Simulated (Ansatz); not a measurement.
Single points on Ba₂Te₃.

```yaml
crystal:
  periodic: [false, false, false]
  atoms:
    - {symbol: Ba, position_ang: [1.564707, -0.089481, -1.437774]}
    - {symbol: Ba, position_ang: [-0.950330, -0.278934, 1.882154]}
    - {symbol: Te, position_ang: [-0.867821, 2.048331, -0.540548]}
    - {symbol: Te, position_ang: [2.027840, -1.218491, 1.466622]}
    - {symbol: Te, position_ang: [-1.774396, -0.461426, -1.370464]}
basis:
  gaussian: {orbitals: def2-SVP, initial_orbitals: start.molden}
hamiltonian: {xc: pbe0, dispersion: d4}
scf: {omitted_lower_state_checks: [starts]}
output: {orbitals: {seedname: orbitals}}
```

The file start.molden holds the orbitals of an earlier run on this structure, at another level or in another basis.

```sh
$ ansatz run in.yaml --threads 4 --pin off --events-out ev --progress --plain --max-ram 4787MiB
```

Shortened log:

```
Functional definition: PBE0
1409 factors; integrals over basis functions are off by at most 3.3e-4 eV
mean field evaluation 1: about -23273.2697 eV, gradient 4.8e1 eV
mean field evaluation 2: about -23273.5889 eV, gradient 5.6e-1 eV
mean field evaluation 4: about -23273.9363 eV, gradient 1.1e-2 eV
mean field -23273.93631815 eV, -855.3013840515 hartree, gradient 6.9e-5 eV, S^2 0.000000; 0 other end points of the search recorded, 0 dependent functions left out
reference -23273.93636819 eV, -855.3013858902 hartree; 46, 46 occupied and 92, 92 virtual orbitals, 1409 factors
Total energy: -23274.23000597 eV, -855.3121768797 hartree
Checks for a lower state left out: starts
```

It took 2.2 s on 4 threads of Intel Xeon 6975P-C on a shared host.

As the first input, with `gaussian: {orbitals: def2-TZVP, initial_orbitals: start.molden}` (abridged; 4.4 s):

```
Functional definition: PBE0
mean field -23276.21323757 eV, -855.3850592968 hartree, gradient 1.9e-5 eV, S^2 0.000000
Total energy: -23276.50691793 eV, -855.3958518509 hartree
Checks for a lower state left out: starts
```

The first input with `gaussian: {orbitals: def2-TZVP, initial_orbitals: start.molden}`, `correlation: {method: mp2}` and without the key `hamiltonian` (abridged; 3.8 s):

```
Functional definition: HF
mean field -23171.62872639 eV, -851.5416494007 hartree, gradient 3.1e-6 eV, S^2 0.000000
12 core orbitals not correlated: weight in the atoms' cores, before any rotation towards them, 1.000 or more for the frozen orbitals, at most 0.000 for the correlated occupied ones
second order -46.70824242 eV of doubles, -0.00000000 eV of singles
Total energy: -23218.33696881 eV, -853.2581456498 hartree
Checks for a lower state left out: starts
```

Geometry: PBE0-D4/def2-SVP.

In the def2 sets Ba, Te take a core potential; there is no spin–orbit coupling. Correlated methods freeze 12 core orbitals; core or outer-core shells of Ba, Te are correlated, in sets that lack core-valence functions. The structure comes from a short search, and lower isomers may exist.
